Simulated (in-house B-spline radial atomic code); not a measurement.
Configurations of the silicon ion Si⁴⁺, with energies counted from [He] 2s2 2p6. Level of theory: scalar-relativistic (X2C) B3LYP, spin-polarised, spherical fractional occupations, exact exchange averaged over the configuration, Fermi nucleus of rms radius 3.1224 fm; calculated with a radial B-spline atomic code at the basis-set limit. Shells without spins written out take the highest spin.

Occupations are held fixed; configurations that lie above the ionisation limit could autoionise.

| configuration | E - E(ref) (eV) | highest orbital | its <r> (bohr) |
| --- | --- | --- | --- |
| [He] 2s1 2p6 3s1 | 148.2 | 3s up | 1.65 |
| [He] 2s1 2p6 3p1 | 158.1 | 3p up | 1.762 |
| [He] 2s1 2p6 3d1 | 171 | 3d up | 1.893 |

Task: Order these further configurations by energy, lowest first.
A. [He] 2s2 2p5 3p1
B. [He] 2s2 2p5 3s1
C. [He] 2s2 2p5 3d1

Result: B (103.66 eV), A (113.49 eV), C (126.58 eV).
